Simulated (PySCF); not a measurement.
CH7NOSi3, SMILES [SiH2]1C([SiH3])=N[Si@@H]1O. Atoms are numbered in the order given.

```xyz
13

O      2.8644     0.4398     0.6011
Si     1.5052    -0.5115     0.4555
N     -0.0387     0.1915     1.0919
C     -0.8399     0.1158     0.0651
Si    -2.6901     0.5385     0.2224
Si     0.2225    -0.3980    -1.4881
H      3.4025     0.3231     1.3972
H      1.7320    -1.8229     1.1285
H     -3.4767    -0.6723    -0.1503
H     -3.0351     0.9682     1.6016
H     -3.0222     1.6156    -0.7533
H     -0.2030    -1.5455    -2.3454
H      0.4705     0.7740    -2.3769
```
Charge 0, spin multiplicity 1.

Coordinates come from a TPSSh-D3(BJ)/def2-SVP optimisation. The structure was generated by enumeration; whether it is a known compound was not checked. The values are those of a single conformer.

Two levels are set side by side: PBE/pcSseg-1 (PySCF) and PBE0/pcSseg-1 (PySCF). GIAO shifts against H2O (¹⁷O), NH3 (¹⁵N), TMS (²⁹Si), TMS (¹H), TMS (¹³C) at the same level; non-relativistic, no solvent, atoms listed together averaged. Differences are taken from unrounded values.

| quantity | PBE |
|---|---|
| δ(¹⁷O) of O1 (ppm) | 72.6 |
| δ(²⁹Si) of Si2 (ppm) | -11.1 |
| δ(¹⁵N) of N3 (ppm) | 646.6 |
| δ(¹³C) of C4 (ppm) | 248.7 |
| δ(²⁹Si) of Si5 (ppm) | -74.6 |
| δ(²⁹Si) of Si6 (ppm) | -15.0 |
| δ(¹H) of H7 (ppm) | 3.06 |
| δ(¹H) of H8 (ppm) | 6.05 |

### Question
These are the PBE values. What does PBE0 give? (An estimate is asked for; the answer gives what the named calculation found.)

### Answer

| quantity | PBE0 | PBE minus PBE0 |
|---|---|---|
| δ(¹⁷O) of O1 (ppm) | 62.1 | 10.4 |
| δ(²⁹Si) of Si2 (ppm) | -4.9 | -6.3 |
| δ(¹⁵N) of N3 (ppm) | 662.2 | -15.6 |
| δ(¹³C) of C4 (ppm) | 253.7 | -5.0 |
| δ(²⁹Si) of Si5 (ppm) | -69.8 | -4.8 |
| δ(²⁹Si) of Si6 (ppm) | -16.6 | 1.6 |
| δ(¹H) of H7 (ppm) | 3.09 | -0.03 |
| δ(¹H) of H8 (ppm) | 5.83 | 0.22 |

Rough cost on one machine, each run with all the roots and properties that it gave: PBE0 against PBE within a factor of 2.
